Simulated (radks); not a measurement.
Values are calculated unless marked as measured or tabulated.
How relativity changes the ionisation of the zirconium ion Zr+ ([Kr] 4d2 5s1) to Zr2+ ([Kr] 4d2). Spin-unpolarised spherical Kohn-Sham, PBE, point nucleus unless stated (finite: rms radius 4.2694 fm), a radial shooting solver on a logarithmic mesh with Libxc functionals. A level marked "c x" has the speed of light scaled by that factor and shares open shells by 2j + 1; other Dirac levels either fill j = l - 1/2 first or share by 2j + 1.

| level | E(Zr+) (hartree) | E(Zr2+) (hartree) | IE (eV) | HOMO | <r> HOMO (bohr) |
|---|---|---|---|---|---|
| non-rel. | -3540.20411 | -3539.74065 | 12.611 | 5s | 3.501 |
| scalar-rel. | -3598.26873 | -3597.79318 | 12.940 | 5s | 3.428 |
| scalar-rel., finite nucleus | -3598.22694 | -3597.75140 | 12.940 | 5s | 3.428 |
| Dirac, 2j+1 shares | -3598.69368 | -3598.21814 | 12.940 | 4d5/2 | 2.145 |
| Dirac, low j first | -3598.69990 | -3598.22498 | 12.923 | 5s1/2 | 3.431 |
| Dirac, 2j+1 shares, finite nucleus | -3598.65183 | -3598.17629 | 12.940 | 4d5/2 | 2.145 |
| Dirac, c x 1.25 | -3577.06321 | -3576.59219 | 12.817 | 5s1/2 | 3.455 |
| Dirac, c x 1.5 | -3565.59071 | -3565.12206 | 12.753 | 5s1/2 | 3.469 |
| Dirac, c x 100 | -3540.20972 | -3539.74626 | 12.611 | 5s1/2 | 3.501 |

NIST Atomic Spectra Database: 13.130 eV (measured). The relativistic part of the total energy of Zr+ is -58.45 hartree (Dirac, 2j+1 shares, finite nucleus), 1.7 % of the non-relativistic value. Spin polarisation and multiplet splitting of open shells are left out at every level.

Beside tabulated values, note that relativity, absent from the non-relativistic runs, is large for the heavy elements, and spin-unpolarised runs miss the spin-polarisation part of the exchange energy of open shells.
